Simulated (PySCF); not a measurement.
From one molecule to another.

First species: C5H11F2NSi.
Atom-mapped SMILES: `[F:1][CH:2]([F:3])[SiH2:4][N:5]1[CH2:6][CH2:7][CH2:8][CH2:9]1` (hydrogens: H10 on C2; H11, H12 on Si4; H13, H14 on C6; H15, H16 on C7; H17, H18 on C8; H19, H20 on C9)

Second species: C₅H₁₁Ga.
SMILES: `[GaH2][CH]1CCCC1`

Levels: CAM-B3LYP/def2-SVPD for HOMO energy, LUMO energy, HOMO–LUMO gap and static isotropic polarisability; TDDFT CAM-B3LYP/def2-SVPD for lowest singlet excitation; TDA CAM-B3LYP/def2-SVPD for lowest triplet excitation (Tamm–Dancoff); ΔSCF CAM-B3LYP/def2-SVPD for vertical ionisation energy. Geometries: PBE0-D3(BJ)/def2-SVP. All species are isolated and taken at one optimised geometry, non-relativistic unless stated; the electronic structure was computed with PySCF and density fitting.

```json
{"property": "HOMO energy", "column X": "-8.45 eV", "column Y": "-7.78 eV"}
{"property": "LUMO energy", "column X": "-0.53 eV", "column Y": "1.09 eV"}
{"property": "HOMO–LUMO gap", "column X": "7.92 eV", "column Y": "8.87 eV"}
{"property": "lowest singlet excitation", "column X": "4.43 eV", "column Y": "5.77 eV"}
{"property": "lowest triplet excitation (Tamm–Dancoff)", "column X": "4.11 eV", "column Y": "5.60 eV"}
{"property": "static isotropic polarisability", "column X": "86.5 au", "column Y": "92.5 au"}
{"property": "vertical ionisation energy", "column X": "9.15 eV", "column Y": "8.35 eV"}
```

(1) Which column belongs to which species?

(2) How does each property change from the first species to the second?

## Answers

(1) Column X is the second species and column Y the first. The first has 20 atoms and 80 electrons, the second 17 and 72.

(2) HOMO energy -0.67 eV; LUMO energy -1.62 eV; HOMO–LUMO gap -0.95 eV; lowest singlet excitation -1.34 eV; lowest triplet excitation (Tamm–Dancoff) -1.49 eV; static isotropic polarisability -6.0 au; vertical ionisation energy +0.80 eV.

On the first: The ΔSCF ionisation energy exceeds −ε(HOMO) by 0.57 eV with CAM-B3LYP. The vertical singlet–triplet gap S1 − T1 is 0.17 eV (TDDFT singlet less Tamm–Dancoff triplet; S1: HOMO→LUMO, weight 0.82; T1: HOMO→LUMO, weight 0.72).

On the second: The principal polarisabilities are 75.4, 86.9 and 97.1 au; their mean is the isotropic value. The vertical singlet–triplet gap S1 − T1 is 0.32 eV (TDDFT singlet less Tamm–Dancoff triplet; S1: HOMO→LUMO, weight 0.97; T1: HOMO→LUMO, weight 0.96). The calculation is non-relativistic and has no spin–orbit coupling, an omission that weighs most on gallium.

One conformer stands for the species.
